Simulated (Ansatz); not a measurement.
The first iterations of a band of F3H3Si2 + FH (10 atoms, charge 0, multiplicity 1).

Computed with Ansatz, RKS B3LYP-D4/def2-SVP.

```json
{
 "movable images": "4",
 "climbing image": "no",
 "spring": "5.0 eV/Å²",
 "optimiser": "quadratic models (default)",
 "start path": "through a guess of the saddle point",
 "force threshold": "0.03 eV/Å",
 "iteration limit": "60",
 "end points": "relaxed"
}
```

Image 0:

```xyz
10
Properties=species:S:1:pos:R:3
Si -0.976 0.548 0.352
Si 0.474 -1.279 0.318
F -2.098 0.527 -0.801
F -1.748 0.702 1.758
F -0.182 1.970 0.166
H 1.021 1.615 -1.142
F 1.241 0.871 -1.663
H -0.092 -2.304 1.241
H 0.565 -1.822 -1.059
H 1.795 -0.826 0.830
```

Image 5:

```xyz
10
Properties=species:S:1:pos:R:3
Si -1.318 1.409 -0.343
Si 1.320 -1.412 0.346
F -2.715 2.166 -0.408
F -1.567 -0.159 -0.491
F -0.623 1.705 1.055
H 1.370 -0.206 -0.532
F -0.388 1.914 -1.530
H 0.527 -1.096 1.567
H 0.686 -2.535 -0.399
H 2.709 -1.786 0.735
```

| iteration | highest image above the first end (eV) | largest band force component (eV/Å) |
| --- | --- | --- |
| 1 | 14.897 | 123.412 |
| 2 | 1.915 | 9.504 |
| 3 | 0.974 | 3.795 |
| 4 | 0.789 | 1.801 |
| 5 | 0.592 | 1.391 |
| 6 | 0.479 | 0.943 |
| 7 | 0.470 | 0.600 |
| 8 | 0.397 | 0.488 |
| 9 | 0.356 | 0.412 |
| 10 | 0.308 | 0.534 |
| 11 | 0.283 | 0.226 |
| 12 | 0.419 | 2.619 |
| 13 | 0.257 | 0.207 |

Q: Does the band converge within its limit, and where does its top end?

A: The run converged. It ended after 41 iterations with the highest image 0.070 eV above the first end. No image climbed, so the highest image needn't sit at the top of the path. A band with more images between the same ends climbed to 1.67 eV, so this one has probably stepped over the top. The orbitals stay closed-shell, which can raise the energy where a bond breaks towards radicals; this wasn't checked here.

Run time: 5.8 min on 2 threads of Intel(R) Xeon(R) Platinum 8375C CPU @ 2.90GHz (Ice Lake) (shared host), peak memory 0.3 GiB.
